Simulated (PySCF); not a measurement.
C7H9OPS.
SMILES: `C[C@H]1[P@@](=S)(C1)c1occc1`

Torsions of this conformer, `[CH3:1][C@@H:2]1[CH2:3][P@@:4]1(=[S:5])[c:6]1[cH:7][cH:8][cH:9][o:10]1`: C3–P4–C6–C7 -154°.

The closed-shell ground state was solved at several levels (PySCF, density fitting, gas phase, non-relativistic). The structure is a single PBE0-D3(BJ)/def2-SVP conformer in the gas phase; no vibrational or solvent corrections.

```csv
level,basis functions,HOMO (eV),LUMO (eV),gap (eV),dipole (D)
B3LYP/pcSseg-1,229,-6.03,-1.04,4.99,4.15
wB97X-D/def2-SVPD,286,-8.04,0.78,8.82,4.41
```

Task: What might PBE0/pcSseg-1 (229 basis functions) give for the same quantities?

Result: HOMO -6.28 eV, LUMO -0.86 eV, gap 5.42 eV, dipole 4.24 D.

Task: Over all these levels, which gives the widest orbital gap and which the narrowest?

Result: wB97X-D/def2-SVPD (range-separated hybrid) has the widest, 8.82 eV, and B3LYP/pcSseg-1 (global hybrid, 20 % exact exchange) the narrowest, 4.99 eV. Functional and basis both differ between the two, so the spread mixes both effects.

Task: How far do the dipole and the HOMO energy spread over the levels?

Result: The dipole runs from 4.15 to 4.41 D (mean 4.27 D) and the HOMO from -8.04 to -6.03 eV.
